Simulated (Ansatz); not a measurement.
System: C$_{3}$H$_{11}$ClOSi$_{2}$, charge 0, multiplicity 1. SMILES: [SiH2](Cl)O[Si](C)(C)C
Geometry: optimised at B3LYP-D3(BJ)/def2-TZVP (Ansatz, a program for electronic structure).

Property: vertical ionisation energy to the doublet, in eV. Conventions: six Cartesian d functions in 6-31G* and its kin unless marked 5d; non-relativistic; each state is the SCF solution reached for its charge and spin; 6-311+G** with 5d, 6d on Na to Ar in Ansatz; no dispersion term unless named; spin-orbit terms left out; UHF or UKS for open shells. First-principles rows: single points at B3LYP-D3(BJ) geometries (Ansatz).

```tsv
level	program	vertical ionisation energy to the doublet (eV)
B3LYP/STO-3G	Ansatz	7.21
B3LYP/3-21G	Ansatz	9.81
B3LYP/6-31G*	Ansatz	9.79
B3LYP/6-311+G**	Ansatz	9.95
B3LYP/def2-TZVPD	Ansatz	9.91
```

No value to compare with is used here. The 4 habitual levels span 7.21 (B3LYP/STO-3G) to 9.95 eV (B3LYP/6-311+G**); B3LYP/def2-TZVPD gives 9.91.

The sets are all those run for this method; left out are runs that failed, that the program found above a lower state of the same kind, or whose <S^2> lies over 0.5 above the pure value.
